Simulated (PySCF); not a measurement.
The dipole of `[C@@H]1(F)[Si@H](CC[SiH3])C[Si@H]1C` from its density and from atomic charges.

Coordinates (GFN2-xTB, Å) and charges (e) from the PBE0/pcSseg-1 density (PySCF):

```json
{"atom": "C1", "x": "4.144", "y": "0.712", "z": "-0.153", "Mulliken": "-0.6212", "IAO": "-0.7185", "Hirshfeld": "-0.2107", "ESP-fitted": "-0.8130"}
{"atom": "Si2", "x": "2.307", "y": "0.938", "z": "0.254", "Mulliken": "+0.7907", "IAO": "+0.9013", "Hirshfeld": "+0.3709", "ESP-fitted": "+0.8253"}
{"atom": "C3", "x": "1.560", "y": "-0.372", "z": "1.444", "Mulliken": "-0.8519", "IAO": "-0.8403", "Hirshfeld": "-0.2622", "ESP-fitted": "-0.7481"}
{"atom": "Si4", "x": "0.223", "y": "-0.928", "z": "0.182", "Mulliken": "+0.8402", "IAO": "+0.8840", "Hirshfeld": "+0.3600", "ESP-fitted": "+0.5283"}
{"atom": "C5", "x": "-1.545", "y": "-0.369", "z": "0.579", "Mulliken": "-0.5394", "IAO": "-0.5246", "Hirshfeld": "-0.1530", "ESP-fitted": "-0.1750"}
{"atom": "C6", "x": "-2.486", "y": "-0.568", "z": "-0.610", "Mulliken": "-0.5528", "IAO": "-0.5273", "Hirshfeld": "-0.1547", "ESP-fitted": "-0.1921"}
{"atom": "Si7", "x": "-4.258", "y": "0.016", "z": "-0.248", "Mulliken": "+0.5070", "IAO": "+0.6043", "Hirshfeld": "+0.3151", "ESP-fitted": "+0.3515"}
{"atom": "C8", "x": "1.102", "y": "0.237", "z": "-1.096", "Mulliken": "-0.3419", "IAO": "-0.3652", "Hirshfeld": "-0.1219", "ESP-fitted": "-0.2911"}
{"atom": "F9", "x": "0.278", "y": "1.192", "z": "-1.699", "Mulliken": "-0.3480", "IAO": "-0.3336", "Hirshfeld": "-0.1356", "ESP-fitted": "-0.2237"}
{"atom": "H10", "x": "4.764", "y": "0.969", "z": "0.700", "Mulliken": "+0.1411", "IAO": "+0.1595", "Hirshfeld": "+0.0446", "ESP-fitted": "+0.1947"}
{"atom": "H11", "x": "4.363", "y": "-0.317", "z": "-0.424", "Mulliken": "+0.1389", "IAO": "+0.1563", "Hirshfeld": "+0.0448", "ESP-fitted": "+0.1998"}
{"atom": "H12", "x": "4.445", "y": "1.345", "z": "-0.982", "Mulliken": "+0.1444", "IAO": "+0.1614", "Hirshfeld": "+0.0460", "ESP-fitted": "+0.1938"}
{"atom": "H13", "x": "1.988", "y": "2.326", "z": "0.598", "Mulliken": "-0.0590", "IAO": "-0.1169", "Hirshfeld": "-0.0733", "ESP-fitted": "-0.1552"}
{"atom": "H14", "x": "2.253", "y": "-1.166", "z": "1.709", "Mulliken": "+0.1605", "IAO": "+0.1589", "Hirshfeld": "+0.0333", "ESP-fitted": "+0.1849"}
{"atom": "H15", "x": "1.177", "y": "0.023", "z": "2.380", "Mulliken": "+0.1640", "IAO": "+0.1611", "Hirshfeld": "+0.0338", "ESP-fitted": "+0.1478"}
{"atom": "H16", "x": "0.274", "y": "-2.348", "z": "-0.198", "Mulliken": "-0.0654", "IAO": "-0.1265", "Hirshfeld": "-0.0805", "ESP-fitted": "-0.1314"}
{"atom": "H17", "x": "-1.926", "y": "-0.916", "z": "1.443", "Mulliken": "+0.1496", "IAO": "+0.1444", "Hirshfeld": "+0.0384", "ESP-fitted": "+0.0624"}
{"atom": "H18", "x": "-1.538", "y": "0.687", "z": "0.858", "Mulliken": "+0.1563", "IAO": "+0.1477", "Hirshfeld": "+0.0413", "ESP-fitted": "+0.0758"}
{"atom": "H19", "x": "-2.090", "y": "-0.024", "z": "-1.468", "Mulliken": "+0.1662", "IAO": "+0.1555", "Hirshfeld": "+0.0361", "ESP-fitted": "+0.0822"}
{"atom": "H20", "x": "-2.491", "y": "-1.623", "z": "-0.891", "Mulliken": "+0.1505", "IAO": "+0.1414", "Hirshfeld": "+0.0376", "ESP-fitted": "+0.0614"}
{"atom": "H21", "x": "-4.249", "y": "1.438", "z": "0.099", "Mulliken": "-0.0843", "IAO": "-0.1211", "Hirshfeld": "-0.0776", "ESP-fitted": "-0.0965"}
{"atom": "H22", "x": "-5.100", "y": "-0.207", "z": "-1.425", "Mulliken": "-0.0901", "IAO": "-0.1199", "Hirshfeld": "-0.0797", "ESP-fitted": "-0.1061"}
{"atom": "H23", "x": "-4.792", "y": "-0.746", "z": "0.886", "Mulliken": "-0.0916", "IAO": "-0.1251", "Hirshfeld": "-0.0815", "ESP-fitted": "-0.1049"}
{"atom": "H24", "x": "1.587", "y": "-0.277", "z": "-1.930", "Mulliken": "+0.1361", "IAO": "+0.1433", "Hirshfeld": "+0.0285", "ESP-fitted": "+0.1292"}
```

Form Σ q r in debye for every column and set it beside the full dipole.

The full density gives (1.72, -1.11, 1.04) D, 2.30 D in size; dipole vectors point from the negative to the positive end.

| scheme | μx | μy | μz | size (D) | share of the full size (%) | angle to the full dipole (°) |
| --- | --- | --- | --- | --- | --- | --- |
| Mulliken | 1.18 | -1.77 | 1.79 | 2.78 | 121 | 24 |
| IAO | 1.21 | -1.68 | 1.78 | 2.73 | 119 | 22 |
| Hirshfeld | 0.89 | -0.57 | 0.79 | 1.32 | 58 | 10 |
| ESP-fitted | 1.72 | -1.12 | 1.05 | 2.30 | 100 | 0 |

Which set comes closest?

Length of the difference vector: ESP-fitted 0.01 D, Hirshfeld 1.02 D, IAO 1.07 D, Mulliken 1.14 D. Closest: ESP-fitted. ESP charges are fitted to the potential around the molecule, whose slowest-falling term is the dipole's. 

What is left for the Hirshfeld atoms' own dipoles?

The shares of the density sum to the whole, so what Σ q r misses lies in dipoles about the nuclei. The atomic dipoles sum to (1.72, -1.11, 1.04) − (0.89, -0.57, 0.79) = (0.83, -0.54, 0.25) D, 1.02 D in size.

With the origin at the mean of the coordinates, (0.000, 0.001, 0.000) Å, which are the largest single terms, by size, of the ESP-fitted dipole along the direction of the full one?

C1 -10.51, C3 -7.20, Si7 -5.59, Si2 +5.51, H10 +3.20 D; all 24 atoms together +2.30 D. The single terms depend on the origin, their sum doesn't.

Give the size of the full dipole in other units.

2.30 D = 0.903 au = 0.478 e·Å = 7.66 × 10⁻³⁰ C·m.

The structure is a single GFN2-xTB conformer in the gas phase; no vibrational or solvent corrections.

The run behind these numbers computed NMR shieldings as well. Time: 97 s of wall time; peak memory 1.1 GiB. Hardware: Arm Neoverse N1, one thread, shared host.

Conformer computed: `[CH3:1][Si@@H:2]1[CH2:3][Si@@H:4]([CH2:5][CH2:6][SiH3:7])[C@H:8]1[F:9]`: C3–Si4–C5–C6 167°, Si4–C5–C6–Si7 -179°.
